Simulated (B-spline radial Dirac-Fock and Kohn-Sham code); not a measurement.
**Two-hole binding energies of Pd⁷⁺**

System: Pd⁷⁺, configuration [Kr] 4d3.

The run's input, task.json:

```json
{"items": [{
  "Z": 46,
  "q": 7,
  "cfg": [[1, 0, 2], [2, 0, 2], [2, 1, 6], [3, 0, 2], [3, 1, 6], [3, 2, 10], [4, 0, 2], [4, 1, 6], [4, 2, 3]],
  "A": 106,
  "rrms": 4.5318,
  "do": ["binding", "quiet", "double"]
}]}
```

Run with: `python xray_run.py task.json out`

Level of theory: relaxed Dirac-Fock hole states (ΔSCF) with Breit and QED corrections and a finite nucleus; a radial finite-basis atomic code. U is the two-hole binding energy less the two single-hole energies, the effective repulsion of the holes after relaxation. Each two-hole energy is an average over J within one jj subconfiguration.

| holes | E(a) (eV) | E(b) (eV) | E(ab) (eV) | U (eV) |
| --- | --- | --- | --- | --- |
| 1s⁻¹ 3p3/2⁻¹ | 24488.8 | 671.6 | 25225.5 | 65.1 |
| 1s⁻¹ 3d3/2⁻¹ | 24488.8 | 477.1 | 25026.2 | 60.4 |
| 2p1/2⁻² | 3471.7 | 3471.7 | ? | ? |
| 2p1/2⁻¹ 2p3/2⁻¹ | 3471.7 | 3314.6 | 6926.4 | 140.1 |
| 2p3/2⁻² | 3314.6 | 3314.6 | 6769.6 | 140.4 |
| 2s⁻¹ 3p3/2⁻¹ | 3750.9 | 671.6 | 4480.0 | 57.5 |
| 2p1/2⁻¹ 3s⁻¹ | 3471.7 | 810.3 | 4339.8 | 57.8 |
| 2s⁻¹ 3d3/2⁻¹ | 3750.9 | 477.1 | 4288.9 | 60.9 |
| 2s⁻¹ 3d5/2⁻¹ | 3750.9 | 471.7 | 4283.0 | 60.4 |
| 2p3/2⁻¹ 3p1/2⁻¹ | 3314.6 | 699.8 | 4074.7 | 60.3 |
| 2p3/2⁻¹ 3d3/2⁻¹ | 3314.6 | 477.1 | 3853.5 | 61.9 |
| 3p1/2⁻² | 699.8 | 699.8 | 1449.4 | 49.8 |
| 3p1/2⁻¹ 3p3/2⁻¹ | 699.8 | 671.6 | 1417.3 | 45.9 |
| 3d5/2⁻² | 471.7 | 471.7 | 993.1 | 49.7 |

Q: Give the missing two-hole energy and U.

A: E(ab) = 7097.7 eV and U = 154.3 eV.

Run: 30 s of CPU time on 1 thread of Neoverse-V1 (shared host), peak memory 0.42 GiB.

Values without a named source are computed, but for edge energies of neutral atoms, which are taken from tables.
